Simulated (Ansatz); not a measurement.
A series at In: from `[SiH3][O][In]([O][SiH3])[O][SiH3]`, ligands are replaced one by one, each step taking up H–F and setting free `O[SiH3]`; n counts the steps. Ansatz, PBE0-D4/def2-TZVP geometries. Each molecule was computed in one conformer, which needn't be the lowest.

| n | molecule | HOMO energy, ωB97M-V/def2-TZVPP (eV) |
| --- | --- | --- |
| 0 | `[SiH3][O][In]([O][SiH3])[O][SiH3]` | -10.85 |
| 1 | `[F][In]([O][SiH3])[O][SiH3]` | -11.02 |
| 2 | `[F][In]([F])[O][SiH3]` | -11.35 |
| 3 | `[F][In]([F])[F]` | ? |

**Question.** By hand: fit a straight line y = ȳ + b (n − n̄) to the 3 given rows and predict n = 3.

**Answer.** n̄ = 1.000, ȳ = -11.073; Σ(n − n̄)(y − ȳ) = -0.500, Σ(n − n̄)² = 2.000, so b = -0.250 eV a step. Prediction: -11.073 + (-0.250) × (2.000) = -11.57 eV.

**Question.** By hand: compare with the computed value, -13.63 eV, and give the steps along the whole series.

**Answer.** The line misses by -2.06 eV (computed minus predicted). Steps: -0.17, -0.33, -2.28 eV.

One step carries most of the change, so a line is a poor guide. The highest orbital can change its character along such a series. The miss is 74.1 % of the series' range.
